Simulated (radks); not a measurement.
The numbers below are computed, except where a source is named.
Initial-state core-level shifts of the palladium ion Pd3+ when its valence configuration changes from [Kr] 4d7. Level of theory: scalar-relativistic Kohn-Sham, PBE, spin-unpolarised, spherical densities, finite nucleus; Fermi nuclear charge, rms radius 4.5318 fm (a radial shooting solver on a logarithmic mesh with Libxc functionals). Shifts are changes of the shell-averaged eigenvalues in eV (positive: less bound); the change of the density at the nucleus, which sets a Mossbauer isomer shift, is in e/bohr^3, on a base of 1.36e+05.

valence               1s       2p       3s       4p  density at nucleus
4d6 5p1           -7.188   -7.533   -7.335   -6.235               +5.21
4d6 5s0.5 5p0.5   -6.576   -6.930   -6.721   -5.637              +23.44
4d6 5s1           -5.959   -6.323   -6.101   -5.034              +41.40
4d5 5s1.5 5p0.5  -12.873  -13.639  -13.139  -10.773              +70.05
4d5 5p2          -14.657  -15.402  -14.939  -12.500              +11.37
4d6.5 5p0.5       -3.556   -3.721   -3.631   -3.110               +2.48
4d6.5 5s0.5       -2.933   -3.110   -3.007   -2.499              +19.91
4d4 5s1.5 5p1.5  -20.657  -21.872  -21.031  -17.107              +81.92
